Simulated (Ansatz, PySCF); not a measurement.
Gas-phase reaction (SMILES): [CH3][Ga]([CH3])[CH3] + F (HF) -> [CH3][Ga]([CH3])[F] + C (CH4); hydrogen fluoride cleaves one Ga-C bond, a model of a ligand-exchange step.

Structures are relaxed separately at B3LYP-D3(BJ)/def2-TZVP in Ansatz (an electronic-structure program). Valence correlation only, unless marked. Spin-orbit coupling is left out. Frozen are the shells of the preceding noble gas and the d and f shells that filled before the atom's block. Non-relativistic. Basis-set limits of correlation are two-point, X^-3; Hartree-Fock from the larger set. Thermal terms are rigid-rotor harmonic-oscillator values from B3LYP-D3(BJ) frequencies (Ansatz or PySCF) at 298.15 K and 1 atm. 1 Eh = 627.5095 kcal/mol.

```tsv
species	E, CCSD(T)/CBS(cc-pVTZ,cc-pVQZ) (Ansatz) (Eh)	E, PBE/def2-TZVPD (Ansatz) (Eh)	H - E (Eh)
[CH3][Ga]([CH3])[CH3]	-2042.93961	-2044.16701	0.11551
F (HF)	-100.39146	-100.39521	0.01259
[CH3][Ga]([CH3])[F]	-2102.92772	-2104.14994	0.08145
C (CH4)	-40.45816	-40.46301	0.04840
```

Work out ΔE and ΔH at 298.15 K at the first level, then ΔH at the second.


1. ΔE = [(-2102.92772) + (-40.45816)] - [(-2042.93961) + (-100.39146)] = -0.05481 Eh = -34.4 kcal/mol at CCSD(T)/CBS(cc-pVTZ,cc-pVQZ).
2. The terms H - E add up to 0.00175 Eh, so ΔH = (-0.05481 + (0.00175))×627.5095 = -33.3 kcal/mol.
3. At PBE/def2-TZVPD the same steps give ΔE = -31.8 and ΔH = -30.7 kcal/mol, a shift of +2.6 from the first level.
4. These values are not checked against measurement here, since the tables used lack a sound gas-phase enthalpy of formation for at least one species.
